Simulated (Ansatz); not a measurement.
`CC[SiH2]O` → `CC` + `O[SiH]` at 400 K and 1 bar (silylene formation by 1,1-elimination).

Calculated with Ansatz (gas phase, PBE0-D4/def2-TZVP geometries, no zero-point term in ΔE). CBS: MP2 limit from def2 TZ/QZ plus the TZ coupled-cluster correction, frozen cores. This one scheme is used for every species. Each species was taken in one conformer, which may not be the lowest.

```tsv
species	CCSD(T)/CBS energy (Eh)	H − E (kJ/mol)	S (J/(mol·K))
`CC[SiH2]O`	-445.22590	284.8	364.4
`CC`	-79.71954	213.5	244.3
`O[SiH]`	-365.43832	70.5	255.7
```

H − E and S are ideal-gas, rigid-rotor, harmonic terms from PBE0-D4/def2-TZVP, for one conformer and one mirror image of each species. 1 Eh = 2625.50 kJ/mol, R = 8.31446 J/(mol·K).

Question: By hand: ΔE, ΔH, ΔS and ΔG.

Answer: ΔE = (-79.71954) + (-365.43832) − (-445.22590) = 0.06804 Eh = 178.6 kJ/mol. Δ(H − E) = 213.5 + 70.5 − 284.8 = -0.8, so ΔH = 177.8 kJ/mol. ΔS = 244.3 + 255.7 − 364.4 = 135.6 J/(mol·K). ΔG = 177.8 − 400 × (135.6)/1000 = 123.6 kJ/mol.

Question: By hand: the equilibrium constant, and the temperature at which ΔG would vanish if ΔH and ΔS stayed fixed.

Answer: log₁₀ K = −ΔG/(RT ln 10) = -16.1. ΔG = 0 at ΔH/ΔS = 1311 K.

The number of gas molecules changes by +1, which sets the sign of ΔS. A doubt of 5 kJ/mol in ΔE shifts log₁₀ K by 0.7 here. Other conformers and mirror images would add mixing entropy, several J/(mol·K) or more a flexible species. These are equilibria of isolated gas molecules and say nothing of rates. Largest T1 diagnostic: 0.016 (customary marks: 0.02 for closed shells, 0.045 for open ones).
